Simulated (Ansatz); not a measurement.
Compare A (`C[SiH2]B[SiH3]`) with its isomer B (`CB([SiH3])[SiH3]`).

Program: Ansatz. Geometries: PBE0-D4/def2-TZVP. ΔE: electronic, gas phase. CBS: MP2 limit from def2 TZ/QZ plus the TZ coupled-cluster correction, frozen cores. DFT in def2-TZVPP. B3LYP here is the variant with VWN-RPA as its local correlation; programs differ in this. Each species was taken in one conformer, which may not be the lowest.

A:

```xyz
13

C     0.6515    1.6540   -0.8033
Si    1.4329    0.1196   -0.0591
B     0.1527   -1.1656    0.7958
Si   -1.8220   -1.1358    0.4503
H    -0.1259    1.3835   -1.5214
H     0.1923    2.2711   -0.0273
H     1.3965    2.2626   -1.3200
H     2.5336    0.5098    0.8696
H     2.0554   -0.7056   -1.1452
H     0.5924   -1.9844    1.5512
H    -2.3577   -0.1747    1.4651
H    -2.5229   -2.4354    0.6371
H    -2.1787   -0.5991   -0.8928
```

B:

```xyz
13

C    -1.437   -0.854   -0.564
B    -0.164   -0.087   -0.108
Si   -0.322    1.630    0.941
Si    1.693   -0.796   -0.457
H    -2.351   -0.260   -0.637
H    -1.321   -1.482   -1.450
H    -1.607   -1.552    0.277
H     0.793    1.848    1.904
H    -1.614    1.763    1.674
H    -0.261    2.731   -0.068
H     1.772   -1.831   -1.528
H     2.178   -1.413    0.814
H     2.641    0.303   -0.799
```

Q: Which isomer does CCSD(T)/CBS put lower? Give the gap. (An estimate is asked.)

A: The calculation gave: B, by 2.2 kcal/mol.

Q: Give E(B) − E(A) in kcal/mol with CCSD/def2-TZVPP, HF/def2-TZVPP, MP2/def2-TZVPP, CCSD(T)/def2-TZVPP, PBE-D4, B3LYP-D4, r2SCAN-D4. (Best estimate.)

A: Ansatz gave: CCSD/def2-TZVPP -2.0, HF/def2-TZVPP -1.2, MP2/def2-TZVPP -2.3, CCSD(T)/def2-TZVPP -2.3, PBE-D4 -3.6, B3LYP-D4 -2.9, r2SCAN-D4 -3.0. None reverses the order clearly.

Largest T1 diagnostic: 0.013.

In def2-TZVPP, CCSD(T) changes the Hartree–Fock value by −1.1 kcal/mol (the triples alone add −0.3 kcal/mol) and MP2 by −1.1 kcal/mol.
